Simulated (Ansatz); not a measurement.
Ansatz (a first-principles code) input (CCSD(T)/aug-cc-pV(D+d)Z):
A basis named .json is the Basis Set Exchange file of that set.

Ansatz 0.2 input:
```yaml
crystal:
  periodic: [false, false, false]
  atoms:
    - {symbol: Si, position_ang: [-0.22519578, -0.19792757, -0.01953495]}
    - {symbol: O, position_ang: [-1.43374685, -1.26013922, -0.12437258]}
    - {symbol: Cl, position_ang: [-0.52610980, 1.55083193, -0.82296122]}
    - {symbol: Cl, position_ang: [1.38626954, -0.79482606, 0.89757710]}
basis:
  gaussian:
    orbitals: aug-cc-pV_D+d_Z.json
total_charge: 1
magnetization: {spin_polarized: true, initial_magnetization: 1}
correlation: {method: ccsd_t, electrons: outside_noble_gas}
output: {forces: true}
```

End of the output:

```
mean field evaluation 352: about -34893.4004 eV, gradient 7.3e-3 eV
mean field evaluation 384: about -34893.4329 eV, gradient 4.7e-4 eV
mean field evaluation 416: about -34894.9043 eV, gradient 1.8e0 eV
mean field evaluation 448: about -34892.5765 eV, gradient 3.8e-1 eV
mean field evaluation 480: about -34893.7631 eV, gradient 2.4e-3 eV
mean field evaluation 512: about -34892.3997 eV, gradient 4.8e-3 eV
mean field -34901.18717986 eV, -1282.5949719855 hartree, gradient 4.7e-6 eV, S^2 0.758656; 6 other end points of the search recorded, 0 dependent functions left out
determinant -34901.18717986 eV, -1282.5949719855 hartree, with singles and doubles -34916.32920574 eV, -1283.1514311729 hartree
determinant -34900.75544069 eV, -1282.5791058636 hartree, with singles and doubles -34915.84058344 eV, -1283.1334746348 hartree
determinant -34898.84215048 eV, -1282.5087937454 hartree, with singles and doubles -34914.16473097 eV, -1283.0718881925 hartree
determinant -34901.18717986 eV, -1282.5949719855 hartree, with singles and doubles -34916.36097358 eV, -1283.1525986194 hartree
determinant -34900.75544069 eV, -1282.5791058636 hartree, with singles and doubles -34915.87295828 eV, -1283.1346643880 hartree
16 core orbitals not correlated
reference -34901.18717986 eV, -1282.5949719855 hartree; 12, 11 occupied and 91, 92 virtual orbitals, 1167 factors
densities: 1.82 GiB planned
second order -14.06714717 eV of doubles, -0.00000000 eV of singles
coupled cluster: 1.18 GiB planned
cycle   1  -15.17379216 eV  change    1.6e-6 eV  update   3.4e-6
cycle   2  -15.17379102 eV  change    1.1e-6 eV  update   2.2e-6
cycle   3  -15.17379041 eV  change    6.0e-7 eV  update   1.3e-6
cycle   4  -15.17379010 eV  change    3.2e-7 eV  update   4.3e-7
cycle   5  -15.17379004 eV  change    6.1e-8 eV  update   1.8e-7
perturbative correction -0.51780685 eV, -0.0190290509 hartree
the calculation of the forces begins
Total energy: -34916.87877675 eV, -1283.1716275351 hartree
Atom 0 at    -0.225196    -0.197928    -0.019535 Å, force     0.677625     0.595574     0.058782 eV/Å
Atom 1 at    -1.433747    -1.260139    -0.124373 Å, force    -0.944785    -0.830384    -0.081957 eV/Å
Atom 2 at    -0.526110     1.550832    -0.822961 Å, force    -0.068448     0.365205    -0.170174 eV/Å
Atom 3 at     1.386270    -0.794826     0.897577 Å, force     0.335607    -0.130395     0.193349 eV/Å
Dipole moment:     0.094187     0.082783     0.008170 e Å
```
